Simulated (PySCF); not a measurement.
## Beryllium: a sound run and one with changed settings

Sound run: Be⁺ [He] 2s1, Be²⁺ 1s2. Computed with PySCF 2.14 in jorge-DZP-DKH, with scalar relativity by spin-free X2C-1e. The sound run starts from symmetry-adapted Hartree-Fock orbitals and uses a fine grid where one is needed.

Changed run: initial guess 1e, at most 50 SCF cycles.

| species | method | sound run (hartree) | changed run (hartree) | converged |
| --- | --- | --- | --- | --- |
| Be⁺ | UHF | -14.27885 | -14.27885 | yes |
| Be⁺ | MN15 | -14.33167 | -14.33167 | yes |
| Be⁺ | TPSS | -14.33940 | -14.33940 | yes |
| Be²⁺ | UHF | -13.61293 | -13.61293 | yes |
| Be²⁺ | MN15 | -13.67229 | -13.67229 | yes |
| Be²⁺ | TPSS | -13.66415 | -13.66415 | yes |

Here the plain start reaches the same solutions.
